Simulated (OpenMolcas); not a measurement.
## V2+: effect of the metal basis

V2+ with its 6 nearest fluoride ions at 2.06 Å, on the Mg site of KMgF3 (a = 3.973 Å, distance in the model lattice 1.986 Å). The rest of the host is ab initio model potentials to 7.6 Å and point charges beyond; the distance is set by hand and nothing relaxes.

```
Program             : OpenMolcas
Method              : CASSCF
Spin-orbit coupling : state interaction with AMFI integrals over the reference wave functions
```

Fixed: ligand basis ANO-RCC-VDZP, active space 3 electrons in 5 orbitals (3d), DKH2 Hamiltonian.

States (labels of O, the rotations of Oh). Energies in cm-1 above the lowest state or level, χT in cm3 K/mol; 10Dq and B are least-squares fits to the states below 45000 cm-1, weighted by degeneracy, with a free offset, and given where the rms deviation is under 5 % of |10Dq| (or 100 cm-1) and under 700 cm-1.

```json
{"Run": "A", "Metal basis": "ANO-RCC-VDZP", "Ground state": "4A2", "First state of that spin": "4T2 12309", "10Dq": "12701", "B (rms of fit)": "955 (177)", "First gap with spin-orbit (degeneracies)": "12240 (4, 2)", "χT at 300 K": "1.856", "First state of another spin": "2E 16781", "Cost": "roughly 24 core-seconds"}
{"Run": "B", "Metal basis": "ANO-RCC-VTZP", "Ground state": "4A2", "First state of that spin": "4T2 11765", "10Dq": "12245", "B (rms of fit)": "938 (208)", "First gap with spin-orbit (degeneracies)": "11696 (4, 2)", "χT at 300 K": "1.856", "First state of another spin": "2E 16765", "Cost": "roughly 30 core-seconds"}
```

Against A, |10Dq| changes by -3.6 % in B.

Costs are those of the RASSCF and RASSI steps.

Without dynamic correlation the repulsion within the d shell is too large (B by tens of per cent), so at a given field states of lower spin stand too high. Ligand-to-metal charge-transfer states are missing. With no ligand orbital active B as a rule stays too high, so bands that hang on it stand too high and its fall with covalency is understated. With metal d orbitals alone and no dynamic correlation 10Dq can be off by a tenth to a fifth, either way, in oxide and fluoride hosts. No measured value stands beside these numbers; the geometry was set by hand and not optimised.
